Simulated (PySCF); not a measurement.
## Spinor energies of Ge³⁺ (germanium, charge +3)

Start: [Ar] 3d10 4s1; 4s1/2 filled at m_j = +1/2. Calculated with PySCF 2.14 in x2c-TZVPPall-2c (6s7p4d1f, 54 functions): generalised Hartree-Fock with the X2C-1e Hamiltonian and a Gaussian nucleus; one run each with spin-orbit coupling (SO) switched off, then screened by Boettger's factors.

```tsv
spinor shell	electrons	ε, spin-free (eV)	ε, screened SO (eV)	weight of nominal j (screened SO)	rms radius, screened SO (bohr)
1s1/2	2	-11213.9	-11213.7	1.000	0.0542
2s1/2	2	-1488.0	-1487.9	1.000	0.227
2p1/2	2	-1299.9	-1321.7	1.000	0.201
3s1/2	2	-235.22	-235.21	1.000	0.668
3p1/2	2	-175.53	-178.64	0.999	0.693
3p3/2	4	-175.53	-174.03	1.000	0.703
3d3/2	4	-77.335	-77.723	0.986	0.800
3d5/2	6	-77.335	-77.076	0.991	0.803
4s1/2	1	-44.730	-44.730	1.000	2.01
```

(1) Where does 2p3/2 lie, and what is the 2p spin-orbit splitting (screened SO)?

```json
{"quantity": "E (hartree)", "spin-free": "-2094.99502", "screened SO": "-2095.07214"}
{"quantity": "M_J", "spin-free": "1/2", "screened SO": "1/2"}
{"quantity": "⟨J²⟩", "spin-free": "0.750", "screened SO": "0.750"}
{"quantity": "⟨L²⟩", "spin-free": "0.000", "screened SO": "0.002"}
{"quantity": "⟨S²⟩", "spin-free": "0.750", "screened SO": "0.752"}
```

Each row is a mean over spinors that exchange with the open shell spreads, by up to 0.663 eV (3s1/2).

Without spin-orbit coupling the j labels of p, d and f shells carry no meaning; the spin-free column gives the mean over the occupied spinors of each nl shell.

Results:

(1) At -1289.3 eV, 32.415 eV above 2p1/2.
